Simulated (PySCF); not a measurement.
## Calculated data, CH₄AlBN, Al₂BH₄O

Calculation on a computer-drawn molecule: optimised geometry and harmonic frequencies of an isolated molecule of the commonest isotopes, restricted reference for singlets and unrestricted otherwise, frozen core in MP2. Program: PySCF 2.14.0.

Common to all runs: charge 0; multiplicity 2; method HF; basis cc-pV(D+d)Z.

```json
{"entry": 1, "formula": "CH4AlBN", "start_structure": {"atoms_angstrom": [["B", -0.1495, 1.6833, -2.2939], ["N", -0.2853, 0.5112, -1.8397], ["Al", -0.5523, -1.1663, -1.138], ["C", 0.7355, -2.6492, -0.8846], ["H", 0.0115, 2.6971, -2.7559], ["H", 1.5228, -2.3497, -0.2104], ["H", 1.1929, -2.9601, -1.8026], ["H", 0.2643, -3.5607, -0.3971]]}, "given": {"drawn_bonds_atom": [1, 2, 3, 1, 4, 4, 4], "drawn_bonds_other_atom": [2, 3, 4, 5, 6, 7, 8], "drawn_bonds_order": [1, 2, 1, 1, 1, 1, 1]}, "results": {"optimised_atom_element": ["B", "N", "Al", "C", "H", "H", "H", "H"], "optimised_atom_x [angstrom]": [-0.07602, -0.2855, -0.7187, 0.7, 0.1282, 1.503, 1.145, 0.3446], "optimised_atom_y [angstrom]": [1.505, 0.3749, -1.202, -2.567, 2.566, -2.184, -2.777, -3.51], "optimised_atom_z [angstrom]": [-2.269, -1.784, -1.072, -0.8889, -2.727, -0.2466, -1.869, -0.4652], "modes_frequency [cm^-1]": [29.76, 111.5, 154.0, 246.5, 582.7, 595.9, 688.3, 753.4, 821.3, 835.6, 1308, 1535, 1544, 1939, 2975, 3140, 3212, 3244], "modes_reduced_mass [dalton]": [1.092, 3.125, 4.457, 4.175, 4.89, 1.175, 3.458, 1.731, 1.36, 1.357, 1.223, 1.054, 1.058, 5.236, 1.191, 1.035, 1.099, 1.1], "rotational_constants [GHz]": [22.04, 3.058, 2.731], "total_energy [hartree]": -361.2849, "spin_squared": 0.7549, "convergence_status_largest_gradient_component [hartree/bohr]": 2.073e-05}}
{"entry": 2, "formula": "Al2BH4O", "start_structure": {"atoms_angstrom": [["B", -0.2798, -2.1073, 1.0488], ["O", -1.176, -1.168, 1.5174], ["Al", -2.4177, -0.0696, 2.0099], ["Al", -3.6865, 1.0133, 0.1012], ["H", -0.1328, -2.3136, -0.0471], ["H", -2.2932, -0.0889, 3.5875], ["H", -3.1844, 0.4608, -1.21], ["H", -4.8607, 2.1297, -0.0249]]}, "given": {"drawn_bonds_atom": [1, 2, 3, 1, 3, 4, 4], "drawn_bonds_other_atom": [2, 3, 4, 5, 6, 7, 8], "drawn_bonds_order": [1, 1, 1, 1, 1, 1, 1]}, "results": {"optimised_atom_element": ["B", "O", "Al", "Al", "H", "H", "H", "H"], "optimised_atom_x [angstrom]": [-0.2913, -1.172, -2.43, -3.848, 0.8825, -2.574, -5.167, -3.43], "optimised_atom_y [angstrom]": [-2.199, -1.298, -0.2982, 1.022, -1.963, -0.2901, 0.4072, 2.475], "optimised_atom_z [angstrom]": [0.8375, 1.231, 1.814, 0.05615, 0.6544, 3.389, -0.5756, -0.4237], "modes_frequency [cm^-1]": [51.4, 73.17, 107.9, 159.4, 202.8, 337.0, 350.9, 502.1, 564.6, 669.4, 721.8, 850.6, 1067, 1467, 1956, 1960, 1980, 2596], "modes_reduced_mass [dalton]": [1.07, 5.295, 3.92, 7.839, 1.185, 1.068, 7.408, 1.295, 1.204, 3.183, 1.394, 1.079, 1.293, 10.92, 1.03, 1.058, 1.039, 1.092], "rotational_constants [GHz]": [11.61, 1.821, 1.62], "total_energy [hartree]": -585.7340, "spin_squared": 0.754, "convergence_status_largest_gradient_component [hartree/bohr]": 4.003e-06}}
```
